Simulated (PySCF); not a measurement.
BeGeH5N. Atoms are numbered in the order given.

```xyz
8

Be    -0.1135     1.1241    -0.7086
N     -0.2281     2.3838    -1.5085
H     -0.5720     3.2652    -1.1594
H      0.0269     2.4805    -2.4794
Ge     0.0692    -0.7252     0.4590
H      0.9871    -1.7707    -0.2165
H      0.6709    -0.5024     1.8657
H     -1.2751    -1.4505     0.6948
```
Charge 0, spin multiplicity 1.

Geometry optimised at B3LYP-D3(BJ)/def2-TZVP. The values are those of a single conformer.

Calculation: PySCF with PBE0/pcSseg-2.

GIAO shieldings, no solvent; atoms alike by connectivity are averaged. δ = σ(ref) − σ: ¹⁵N against NH3 (σ = 263.3 ppm); ¹H against TMS (σ = 31.54 ppm); ⁷³Ge against GeH4 (σ = 1662.5 ppm), references at their B3LYP-D3(BJ)/def2-TZVP geometries, non-relativistic.

```
atoms       nucleus  count     δ (ppm)
----------  -------  -----  ----------
N2              ¹⁵N      1  (withheld)
H6, H7, H8       ¹H      3        3.21
H3, H4           ¹H      2        1.63
Ge5            ⁷³Ge      1  (withheld)
```

Fill in the missing entries. (Estimate from the structure and the level; the computed values follow.)


- Ge5, δ (ppm): -120.5
- N2, δ (ppm): 45.0
